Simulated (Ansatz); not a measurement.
Reaction (silylene formation by 1,1-elimination): `C[Si@H](O)N[Si@@H](O)F` → `N[SiH](O)F` + `C[Si]O`

Isolated molecules relaxed with PBE0-D4/def2-TZVP in Ansatz; ΔE leaves out vibrations. CCSD(T)/CBS is the MP2 limit (def2-TZVPP, def2-QZVPP) plus CCSD(T) − MP2 in def2-TZVPP, frozen cores. This one scheme is used for every species. Functionals use def2-TZVPP. Each species was taken in one conformer, which may not be the lowest.

**Question.** Is it downhill or uphill in electronic energy at CCSD(T)/CBS, and by how much? (Estimate.)

**Answer.** The calculation gave: Uphill: ΔE = +63.9 kcal/mol.

**Question.** What do these levels give: PBE, PBE0, SCS-MP2/def2-TZVPP, HF/def2-QZVPP, SCS-MP2/def2-QZVPP, HF/CBS(def2)? (An estimate is asked.)

**Answer.** Computed: PBE 57.1, PBE0 61.9, SCS-MP2/def2-TZVPP 64.7, HF/def2-QZVPP 62.7, SCS-MP2/def2-QZVPP 65.3, HF/CBS(def2) 62.7 kcal/mol.

Largest T1 diagnostic among the species: 0.014.

From PBE to PBE0 (25 % exact exchange), in def2-TZVPP and without D4, ΔE moves by +4.8 kcal/mol. The D4 term adds +5.0 kcal/mol with B3LYP and +2.8 kcal/mol with PBE0; it sums over pairs of atoms, weighted by their polarisabilities, and B3LYP, whose exchange is more repulsive, gets the larger term.

B3LYP here is the variant with VWN-RPA as its local correlation; programs differ in this.
